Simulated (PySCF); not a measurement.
SMILES C[SiH2]NB(O)O, CAM-B3LYP/def2-SVP optimised geometry.

```
14

Si    -1.82    -0.76    -0.20
C     -2.36    -1.06    -1.97
N     -0.10    -0.58    -0.01
B      0.67     0.64     0.00
O      2.04     0.64     0.00
O      0.09     1.87     0.00
H     -2.29    -1.87     0.67
H     -2.44     0.52     0.28
H     -1.92    -1.99    -2.36
H     -2.04    -0.24    -2.62
H     -3.45    -1.16    -2.03
H      0.43    -1.44     0.05
H      2.44    -0.23    -0.06
H     -0.87     1.85     0.10
```

Density from CAM-B3LYP/def2-TZVP (PySCF) at that geometry.

Minimum of the electron density along straight lines between bonded atoms, close to the bond critical point (lines longer than 1.1 times the sum of covalent radii, or with two minima, are not listed):

```csv
bond,length / Å,ρ at the minimum / e bohr⁻³,∇²ρ there / e bohr⁻⁵,position (fraction from the first atom)
Si1–C2,1.871,0.125,0.16,0.39
Si1–N3,1.743,0.129,0.50,0.40
N3–B4,1.442,0.199,0.34,0.67
B4–O5,1.366,0.210,0.83,0.33
B4–O6,1.363,0.212,0.85,0.33
Si1–H7,1.490,0.122,0.13,0.49
Si1–H8,1.495,0.120,0.15,0.49
C2–H9,1.101,0.267,-0.88,0.64
C2–H10,1.101,0.267,-0.88,0.64
C2–H11,1.101,0.266,-0.87,0.64
N3–H12,1.016,0.329,-1.54,0.73
O5–H13,0.961,0.359,-2.43,0.80
O6–H14,0.962,0.357,-2.44,0.81
```
